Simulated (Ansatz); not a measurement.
The same path of AsH₅OSi (8 atoms, charge 0, multiplicity 1) was run 3 times with different band settings. The coordinate that changes most is the dihedral H4–O1–Si2–H6.

Theory: Ansatz 0.2.0, RKS LDA/def2-SVP.

Relaxed end points:

```xyz
8
Properties=species:S:1:pos:R:3
O -1.766 0.229 -0.273
Si -0.127 0.510 -0.194
As 0.700 -1.069 1.329
H -2.272 0.766 -0.909
H 0.515 0.408 -1.560
H 0.197 1.881 0.358
H 2.125 -0.629 0.952
H 0.720 -2.153 0.240
```

```xyz
8
Properties=species:S:1:pos:R:3
O -1.702 0.432 -0.725
Si -0.076 0.536 -0.388
As 0.550 -1.026 1.271
H -2.312 0.545 0.025
H 0.609 0.314 -1.705
H 0.316 1.893 0.155
H 2.016 -0.607 1.082
H 0.691 -2.143 0.229
```

Common settings: spring 5.0 eV/Å²; optimiser quadratic models (default); force threshold 0.03 eV/Å; iteration limit 60; end points relaxed.

| run | movable images | climbing image | start path |
| --- | --- | --- | --- |
| 1 | 7 | yes | IDPP |
| 2 | 4 | no | IDPP |
| 3 | 7 | yes | straight line |

(1) What does each run give, and how far can it be trusted?

## Answers

(1) Run 1: converged after 7 iterations, highest image 0.015 eV above the first end. A vibrational analysis at the climbing image gives one clearly imaginary mode, 199i cm⁻¹: a first-order saddle point.
Run 2: converged after 8 iterations, highest image 0.014 eV above the first end. No image climbed, so the highest image needn't sit at the top of the path.
Run 3: converged after 13 iterations, highest image 0.014 eV above the first end. Another band between the same ends (7 images) ends at a top of the same energy, where a vibrational analysis finds 1 clearly imaginary mode.
